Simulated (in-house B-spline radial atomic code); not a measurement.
Values are calculated unless marked as measured or tabulated.
**Weak and strong correlation along the adiabatic connection**

Two-electron singlets in several external potentials (atomic units), by full CI in B-splines with partial waves to l = 8 (correlation energies up to 0.6 % small). The repulsion is scaled by λ at fixed density; W(λ) is the mean repulsion less the Hartree energy, W(0) = E_x, and the area under W from 0 to 1 is E_xc.

Relative drop (W(λ) − E_x)/E_x:

```csv
system,λ = 0.12,λ = 0.25,λ = 0.4,λ = 0.6,λ = 0.8,λ = 1
"ω²r²/2 − Z/r, ω = 0.0243, Z = 1.5",0.0162,0.0323,0.0494,0.0700,0.0883,0.1048
"−Z/r, Z = 5.99, wall at 0.763 bohr",0.0029,0.0060,0.0096,0.0142,0.0187,0.0231
"ω²r²/2 − Z/r, ω = 0.219, Z = 0.5",0.0257,0.0500,0.0742,0.1015,0.1243,0.1435
"ω²r²/2 − Z/r, ω = 1.29, Z = 0.7",0.0113,0.0229,0.0354,0.0509,0.0650,0.0780
"−V exp(−r²/w²), V = 0.813, w = 6.27",0.0388,0.0732,0.1052,0.1388,0.1648,0.1856
"−V exp(−r²/w²), V = 0.838, w = 12.4",0.0528,0.0963,0.1340,0.1707,0.1975,0.2179
"−V exp(−r²/w²), V = 10.9, w = 0.865",0.0077,0.0158,0.0247,0.0359,0.0465,0.0565
```

Order the systems by how far second-order (GL2) theory, half the initial slope (estimated from the first points of each curve), overshoots the correlation energy, least first.
A. −Z/r, Z = 5.99, wall at 0.763 bohr
B. ω²r²/2 − Z/r, ω = 1.29, Z = 0.7
C. −V exp(−r²/w²), V = 0.838, w = 12.4
D. ω²r²/2 − Z/r, ω = 0.0243, Z = 1.5
E. −V exp(−r²/w²), V = 10.9, w = 0.865
F. −V exp(−r²/w²), V = 0.813, w = 6.27
G. ω²r²/2 − Z/r, ω = 0.219, Z = 0.5

A (GL2/E_c = 1.04), E (GL2/E_c = 1.11), B (GL2/E_c = 1.16), D (GL2/E_c = 1.22), G (GL2/E_c = 1.38), F (GL2/E_c = 1.57), C (GL2/E_c = 1.80).

What else changes along this order?

The ratio follows the bend of the curve. With it the leading natural occupation goes from 1.999 to 1.818 and −T_c/E_c from 0.96 to 0.56 between the first and the last.
